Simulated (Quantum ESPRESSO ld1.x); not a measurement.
Values are calculated unless marked as measured or tabulated.
Task: The tungsten ion W4+, configuration [Xe] 4f14 5d2. Code: ld1.x of Quantum ESPRESSO 7.5. Model: scalar-relativistic Kohn-Sham, PBE, spin-unpolarised, spherical densities, point nucleus. Some entries of the table are withheld. Estimate them.

| orbital | occ. | eigenvalue (hartree) | <r> (bohr) | r(max) (bohr) |
|---|---|---|---|---|
| 1s | 2 | -2555.63 | (1) | 0.011 |
| 2s | 2 | -442.424 | 0.07756 | 0.066 |
| 2p | 6 | -387.080 | 0.06944 | 0.054 |
| 3s | 2 | -103.126 | 0.2010 | (2) |
| 3p | 6 | -86.7394 | (3) | 0.183 |
| 3d | 10 | -67.9071 | 0.1824 | 0.149 |
| 4s | 2 | -22.5460 | (4) | 0.421 |
| 4p | 6 | -17.1722 | 0.4780 | 0.442 |
| 4d | 10 | -10.3644 | 0.5113 | 0.453 |
| 5s | 2 | -4.48850 | 1.059 | 0.961 |
| 5p | 6 | -3.14642 | 1.222 | 1.08 |
| 4f | 14 | -2.81933 | 0.6046 | 0.428 |
| 5d | 2 | -1.59880 | 1.663 | 1.40 |

Result: 
(1) 1s <r> (bohr): 0.01834
(2) 3s r(max) (bohr): 0.185
(3) 3p <r> (bohr): 0.2013
(4) 4s <r> (bohr): 0.4495
